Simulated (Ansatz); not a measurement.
Two isomers of C2H3FOSi: A = `C#C[SiH](O)F`, B = `FC1=C[SiH2]O1`.

Program: Ansatz. Geometries: PBE0-D4/def2-TZVP. ΔE: electronic, gas phase. CCSD(T)/CBS is the MP2 limit (def2-TZVPP, def2-QZVPP) plus CCSD(T) − MP2 in def2-TZVPP, frozen cores. Functionals use def2-TZVPP. One conformer a species, not always the lowest.

**Question.** Which is lower in electronic energy at CCSD(T)/CBS, and by how much? (Best estimate.)

**Answer.** The calculation gave: A, by 243.8 kJ/mol.

**Question.** Give E(B) − E(A) in kJ/mol with PBE0-D4, CCSD/def2-TZVPP, BLYP-D4, LDA (SPW92), MP2/def2-TZVPP, CCSD(T)/def2-SVP, B2PLYP. (Estimate.)

**Answer.** Computed: PBE0-D4 187.0, CCSD/def2-TZVPP 240.4, BLYP-D4 224.8, LDA (SPW92) 151.6, MP2/def2-TZVPP 247.1, CCSD(T)/def2-SVP 195.2, B2PLYP 237.9. None reverses the order clearly.

**Question.** Does the order hold for the free energy at 298.15 K (harmonic terms from PBE0-D4)? (An estimate is asked.)

**Answer.** Computed: Yes: G(B) − G(A) = +248.9 kJ/mol, for one conformer each.

Largest T1 diagnostic: 0.014.

From BLYP to BHLYP (50 % exact exchange), in def2-TZVPP and without D4, E(B) − E(A) moves by +6.2 kJ/mol. In def2-TZVPP, CCSD(T) changes the Hartree–Fock value by −18.2 kJ/mol (the triples alone add −4.7 kJ/mol) and MP2 by −6.8 kJ/mol.
